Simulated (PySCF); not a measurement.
C9H12O2.
Structure used (GFN2-xTB), in Å, numbered top down from 1:
```
atom  x, y, z in Å
C1    -3.0881    0.3018   -1.3527
C2    -2.3602   -0.0651   -0.2996
C3    -2.9824   -0.3752    1.0317
C4    -0.9120   -0.1870   -0.3734
C5    -0.0558   -0.5694    0.5861
C6     1.3445   -0.5247    0.0719
C7     2.2418    0.4583    0.8388
C8     3.6690    0.4325    0.3095
O9     1.2062   -0.1201   -1.2805
C10   -0.0889    0.1061   -1.5854
O11   -0.4316    0.4739   -2.6746
H12   -2.6372    0.5225   -2.3028
H13   -4.1595    0.3902   -1.2850
H14   -2.7629   -1.4014    1.3229
H15   -4.0604   -0.2490    0.9841
H16   -2.5859    0.2878    1.7995
H17   -0.2695   -0.8632    1.5959
H18    1.8151   -1.5183    0.0793
H19    1.8234    1.4609    0.7308
H20    2.2239    0.1878    1.8960
H21    3.6753    0.6691   -0.7509
H22    4.1102   -0.5522    0.4469
H23    4.2801    1.1616    0.8355
```

Method used: PBE0/pcSseg-1 in PySCF (dipole) on a GFN2-xTB geometry, gas phase.

Take the most abundant isotopes and a rigid rotor. The values belong to one conformer with, in the numbering `[CH2:1]=[C:2]([CH3:3])[C:4]1=[CH:5][C@H:6]([CH2:7][CH3:8])[O:9][C:10]1=[O:11]`, C1–C2–C4–C5 -178°, C5–C6–C7–C8 178°.

(1) Give the principal moments of inertia and the rotational constants in cm⁻¹.

(2) Classify the top.

(3) What does the inertial defect say?

(4) Where do the levels up to J = 3 lie, in MHz?

(5) Which lines would a microwave search look for?

(6) Estimate the classical rotational partition function at 10 K, 100 K and 500 K.

Answers

(1) Ia = 234.22, Ib = 713.79, Ic = 903.77 u·Å²; 505379 MHz·u·Å²/I gives 2158, 708.0 and 559.2 MHz, that is A = 0.07198, B = 0.02362, C = 0.01865 cm⁻¹.

(2) An asymmetric top; Ray's κ = -0.814.

(3) Not planar: Δ = Ic − Ia − Ib = -44.23 u·Å². For a rigid frame Δ = −2 Σ m c², so Σ m c² = 22.12 u·Å² lies off the ab plane: 8.79 from hydrogen and 13.32 from heavier atoms. The atom farthest from that plane is 1.53 Å away.

(4) Above 0(0,0):
J = 1: 1(0,1) 1267, 1(1,1) 2717, 1(1,0) 2866
J = 2: 2(0,2) 3791, 2(1,2) 5103, 2(1,1) 5549, 2(2,1) 9898, 2(2,0) 9909
J = 3: 3(0,3) 7549, 3(1,3) 8674, 3(1,2) 9567, 3(2,2) 13700, 3(2,1) 13754, 3(3,1) 21327, 3(3,0) 21328
Those of J = 1 are B + C, A + C and A + B.

(5) The dipole components are |μa| = 0.76 D, |μb| = 4.72 D, |μc| = 0.32 D. The squared components, which scale the intensities, stand as 0.03 : 1.00 : 0.00 (a : b : c). Some lines, for components of 0.1 D or more:

```tsv
type	branch	J(Ka,Kc)	MHz	lower level (cm⁻¹)
c	Q	4(1,4) ← 4(0,4)	913	0.417
c	Q	2(1,2) ← 2(0,2)	1312	0.126
b	Q	2(1,1) ← 2(0,2)	1758	0.126
b	Q	3(1,2) ← 3(0,3)	2018	0.252
b	R	3(0,3) ← 2(1,2)	2447	0.170
a	R	2(0,2) ← 1(0,1)	2524	0.042
b	Q	4(2,2) ← 4(1,3)	4010	0.497
a	R	4(1,4) ← 3(1,3)	4751	0.289
b	R	3(1,3) ← 2(0,2)	4884	0.126
b	Q	3(2,2) ← 3(1,3)	5026	0.289
a	R	4(2,3) ← 3(2,2)	5060	0.457
a	R	4(2,2) ← 3(2,1)	5166	0.459
b	R	2(2,0) ← 1(1,1)	7192	0.091
c	Q	3(3,1) ← 3(2,1)	7573	0.459
b	Q	3(3,0) ← 3(2,1)	7574	0.459
b	Q	3(3,1) ← 3(2,2)	7627	0.457
b	Q	4(3,2) ← 4(2,3)	7656	0.626
c	R	3(2,2) ← 2(1,2)	8597	0.170
b	R	4(2,3) ← 3(1,2)	9193	0.319
c	R	4(2,2) ← 3(1,2)	9353	0.319
c	R	4(2,3) ← 3(1,3)	10086	0.289
c	R	4(4,0) ← 3(3,0)	15739	0.711
c	R	4(4,1) ← 3(3,1)	15740	0.711
```

(6) Point group C1, symmetry number σ = 1; q = (√π/σ)·√((kT/h)³/(ABC)), k/h = 20836.6 MHz/K: 5770 at 10 K, 182000 at 100 K, 2040000 at 500 K.

No frequency check. Zero-point vibration and centrifugal distortion are left out. A rigid rotor knows nothing of internal rotation, which can split or shift real lines.

Time: 1.7 min wall. Hardware: an x86-64 server with one thread, no GPU, shared host. This is the PBE0/pcSseg-1 job that gave the dipole, with the shieldings it also computed.
